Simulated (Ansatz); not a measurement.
The first iterations of a band of BrFGaH$_{3}$ (6 atoms, charge 0, multiplicity 1).

The calculation used UKS B3LYP-D4/def2-SVP (Ansatz).

```
movable images  : 7
climbing image  : yes
spring          : 5.0 eV/Å²
optimiser       : quadratic models (default)
start path      : through a guess of the saddle point
force threshold : 0.05 eV/Å
iteration limit : 60
end points      : relaxed
```

Image 0:

```xyz
6
Properties=species:S:1:pos:R:3
Ga -0.465 -0.652 -0.018
Br 0.331 0.587 -1.913
H 0.409 -1.902 0.293
H -1.911 -0.252 0.397
H 0.936 1.303 0.199
F 0.699 0.917 1.041
```

Image 8:

```xyz
6
Properties=species:S:1:pos:R:3
Ga -0.447 -0.653 0.443
Br 0.594 0.942 -1.834
H 0.379 -1.964 0.279
H -1.965 -0.303 0.394
H 0.898 1.285 -0.445
F 0.541 0.693 1.163
```

| iteration | highest image above the first end (eV) | largest band force component (eV/Å) |
| --- | --- | --- |
| 1 | 0.861 | 2.749 |
| 2 | 0.485 | 1.127 |

Task: Does the band converge within its limit, and where does its top end?

Result: The forces met the threshold. It ended after 5 iterations with the highest image 0.465 eV above the first end. A vibrational analysis at the climbing image gives one clearly imaginary mode, 188i cm⁻¹: a first-order saddle point. The orbitals were unrestricted but ended closed-shell.

Run time: 82 s on 2 threads of Intel(R) Xeon(R) 6975P-C (Granite Rapids) (shared host), peak memory 0.33 GiB.
